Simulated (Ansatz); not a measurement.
Ansatz (a first-principles code) input (B2PLYP/def2-TZVPD):

Ansatz 0.2 input:
```yaml
crystal:
  periodic: [false, false, false]
  atoms:
    - {symbol: Ga, position_ang: [0.03908312, 0.00901922, 0.02739589]}
    - {symbol: H, position_ang: [-0.34102489, -1.49850867, -0.35503713]}
    - {symbol: H, position_ang: [-0.87055175, 1.21891281, -0.49423555]}
basis:
  gaussian:
    orbitals: def2-TZVPD
hamiltonian:
  xc: {name: B2PLYP}
magnetization: {spin_polarized: true, initial_magnetization: 1}
correlation: {electrons: outside_noble_gas}
```

End of the output:

```
integrals: 0.03 GiB planned
497 factors; integrals over basis functions are off by at most 9.2e-4 eV
mean field: 0.24 GiB planned
mean field evaluation 1: about -52396.2985 eV, gradient 9.6e0 eV
mean field evaluation 2: about -52396.3026 eV, gradient 9.6e0 eV
mean field evaluation 4: about -52396.7432 eV, gradient 1.4e0 eV
mean field evaluation 8: about -52396.7560 eV, gradient 3.5e-2 eV
mean field evaluation 16: about -52396.7561 eV, gradient 6.6e-6 eV
mean field -52396.75606039 eV, -1925.5452694225 hartree, gradient 6.6e-6 eV, S^2 0.754163; 0 other end points of the search recorded, 0 dependent functions left out
14 core orbitals not correlated
reference -52396.75618867 eV, -1925.5452741366 hartree; 3, 2 occupied and 55, 56 virtual orbitals, 497 factors
second order -2.18711803 eV of doubles, -0.00000000 eV of singles
Total energy: -52397.34671054 eV, -1925.5669754150 hartree
```
